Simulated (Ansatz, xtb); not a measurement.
Species: C4H8N, net charge 0, doublet state. It need not be the lowest isomer of its formula. SMILES: C1C(N)C[CH]1
Geometry from a B3LYP-D3(BJ)/def2-TZVP (Ansatz, an electronic-structure program) optimisation:
```
C
H 1 1.0970
N 1 1.4541 2 113.95
H 3 1.0146 1 110.63 2 59.19
H 3 1.0146 4 106.99 1 120.57
C 1 1.5581 2 110.94 3 -131.15
H 6 1.0950 1 116.45 2 14.83
H 6 1.0976 7 107.92 1 -126.60
C 6 1.4968 7 117.49 8 -131.29
H 9 1.0809 6 132.80 7 59.07
C 9 1.4968 10 132.80 6 -172.49
H 11 1.0950 9 117.49 10 -59.07
H 11 1.0976 12 107.92 9 -131.29
```
Charge 0, spin multiplicity 2.

Harmonic wavenumbers from GFN2-xTB (xtb, at its own minimum), cm⁻¹: 110, 228, 232, 350, 421, 709, 789, 895, 902, 968, 979, 999, 1022, 1072, 1127, 1157, 1192, 1214, 1227, 1254, 1285, 1329, 1428, 1440, 1552, 2803, 2895, 2896, 2930, 2931, 3149, 3382, 3413.

Question: Give the harmonic wavenumbers at B3LYP-D3(BJ)/def2-TZVP (Ansatz, finite differences of forces, unscaled).

Answer: 99, 206, 268, 387, 447, 697, 785, 837, 858, 908, 960, 987, 1024, 1031, 1123, 1174, 1206, 1223, 1272, 1280, 1347, 1380, 1447, 1464, 1651, 2973, 2980, 2984, 3022, 3023, 3197, 3469, 3545 cm⁻¹. Zero-point energy 70.4 kcal/mol.

Question: From these and the geometry, give the ideal-gas thermochemistry at 298.15 K and 1 atm (rigid rotor, harmonic oscillator).

Answer: Point group Cs, rotational symmetry number 1. Rotational constants 9.715, 4.667, 3.584 GHz. S(trans) 38.66, S(rot) 25.10, S(vib) 10.67, S(elec, spin only) 1.38, S 75.8 cal/(mol K). H(298) - H(0) 4.25 kcal/mol; G - E(el) 52.1 kcal/mol.
